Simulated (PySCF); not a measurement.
## Radial density of Ar³⁺ (argon, charge +3)

UHF, [Ne] 3s2 3p3, high-spin 4S determinant. Computed with PySCF 2.14 in def2-TZVPPD (6s6p4d1f, 51 functions), with the non-relativistic Hamiltonian (point nucleus).

```json
{"r (bohr)": "0.00161", "4πr²ρ (e/bohr)": "0.1180", "4πr²(ρα − ρβ)": "0.0000"}
{"r (bohr)": "0.00271", "4πr²ρ (e/bohr)": "0.3222", "4πr²(ρα − ρβ)": "0.0001"}
{"r (bohr)": "0.00456", "4πr²ρ (e/bohr)": "0.8503", "4πr²(ρα − ρβ)": "0.0001"}
{"r (bohr)": "0.00766", "4πr²ρ (e/bohr)": "2.155", "4πr²(ρα − ρβ)": "0.0004"}
{"r (bohr)": "0.0129", "4πr²ρ (e/bohr)": "5.049", "4πr²(ρα − ρβ)": "0.0011"}
{"r (bohr)": "0.0217", "4πr²ρ (e/bohr)": "10.44", "4πr²(ρα − ρβ)": "0.0036"}
{"r (bohr)": "0.0365", "4πr²ρ (e/bohr)": "17.46", "4πr²(ρα − ρβ)": "0.0148"}
{"r (bohr)": "0.0613", "4πr²ρ (e/bohr)": "20.86", "4πr²(ρα − ρβ)": "0.0646"}
{"r (bohr)": "0.103", "4πr²ρ (e/bohr)": "16.45", "4πr²(ρα − ρβ)": "0.2413"}
{"r (bohr)": "0.174", "4πr²ρ (e/bohr)": "15.41", "4πr²(ρα − ρβ)": "0.5707"}
{"r (bohr)": "0.292", "4πr²ρ (e/bohr)": "21.10", "4πr²(ρα − ρβ)": "0.5152"}
{"r (bohr)": "0.491", "4πr²ρ (e/bohr)": "11.69", "4πr²(ρα − ρβ)": "-0.0298"}
{"r (bohr)": "0.826", "4πr²ρ (e/bohr)": "4.030", "4πr²(ρα − ρβ)": "1.4708"}
{"r (bohr)": "1.39", "4πr²ρ (e/bohr)": "3.981", "4πr²(ρα − ρβ)": "2.3461"}
{"r (bohr)": "2.34", "4πr²ρ (e/bohr)": "0.6352", "4πr²(ρα − ρβ)": "0.4384"}
{"r (bohr)": "3.93", "4πr²ρ (e/bohr)": "0.005737", "4πr²(ρα − ρβ)": "0.0042"}
```

Where is the radial spin density 4πr²(ρα − ρβ) most negative, and why is it negative at all?

Around r = 0.491 bohr, down to -0.0298 e/bohr: exchange with the open shell polarises the paired shells in an unrestricted calculation.
